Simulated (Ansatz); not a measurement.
Consider the redistribution: `BCl` + `C=C[Si](N)(N)O` → `C=CBCl` + `N[SiH](N)O`.

Computed with Ansatz on PBE0-D4/def2-TZVP structures; ΔE is electronic, products minus reactants. CBS: MP2 limit from def2 TZ/QZ plus the TZ coupled-cluster correction, frozen cores. This one scheme is used for every species. Functionals use def2-TZVPP. B3LYP here is the variant with VWN-RPA as its local correlation; programs differ in this. Each species was taken in one conformer, which may not be the lowest.

`BCl`:

```xyz
4

B     0.043    0.059    0.134
Cl   -0.448   -0.613   -1.386
H     1.180    0.389    0.260
H    -0.775    0.165    0.992
```

`C=C[Si](N)(N)O`:

Z-matrix (Å, degrees):
```
Si
C 1 1.857
N 1 1.718 2 118.9
N 1 1.708 2 107.5 3 117.6
O 1 1.651 2 102.5 3 -116.3
C 2 1.331 1 123.9 3 -92.5
H 2 1.089 1 118.2 3 86.6
H 3 1.007 1 118.9 2 -72.2
H 3 1.008 1 119.2 2 68.1
H 4 1.006 1 121.1 2 44.2
H 4 1.006 1 120.5 2 -166.1
H 5 0.958 1 116.1 2 178.4
H 6 1.087 2 122.4 1 179.1
H 6 1.087 2 121.4 1 -0.8
```

`C=CBCl`:

```xyz
8

C     0.476   -0.190    1.194
C     0.503   -0.122   -0.141
B    -0.766    0.249   -0.912
Cl   -0.763    0.346   -2.659
H    -0.438    0.015    1.744
H     1.349   -0.448    1.787
H     1.436   -0.333   -0.659
H    -1.796    0.482   -0.356
```

`N[SiH](N)O`:

```xyz
10

N    -1.235   -0.373    0.677
Si   -0.078    0.164   -0.466
N     1.152    0.885    0.471
O     0.287   -1.136   -1.412
H    -1.995   -0.963    0.381
H    -1.518    0.240    1.424
H    -0.478    1.179   -1.470
H     1.518    0.439    1.295
H     1.822    1.508    0.051
H     0.525   -1.942   -0.951
```

(1) Is it downhill or uphill in electronic energy at CCSD(T)/CBS, and by how much? (An estimate is asked.)

(2) What do these levels give: PBE-D4, ωB97X-V, r2SCAN, B3LYP, HF/def2-TZVPP, MP2/def2-TZVPP, SCS-MP2/def2-TZVPP, CCSD/def2-TZVPP, CCSD(T)/def2-TZVPP, HF/def2-QZVPP, SCS-MP2/def2-QZVPP, MP2/CBS(def2)? (Best estimate.)

Largest T1 diagnostic among the species: 0.012.

Answers

(1) Computed: Downhill: ΔE = -0.25 eV.

(2) Ansatz gave: PBE-D4 -0.30, ωB97X-V -0.25, r2SCAN -0.31, B3LYP -0.34, HF/def2-TZVPP -0.31, MP2/def2-TZVPP -0.26, SCS-MP2/def2-TZVPP -0.26, CCSD/def2-TZVPP -0.25, CCSD(T)/def2-TZVPP -0.24, HF/def2-QZVPP -0.32, SCS-MP2/def2-QZVPP -0.27, MP2/CBS(def2) -0.27 eV.

The D4 term adds +0.07 eV with B3LYP and +0.04 eV with PBE0; it sums over pairs of atoms, weighted by their polarisabilities, and B3LYP, whose exchange is more repulsive, gets the larger term. In def2-TZVPP, CCSD(T) changes the Hartree–Fock value by +0.07 eV (the triples alone add +0.00 eV) and MP2 by +0.05 eV.
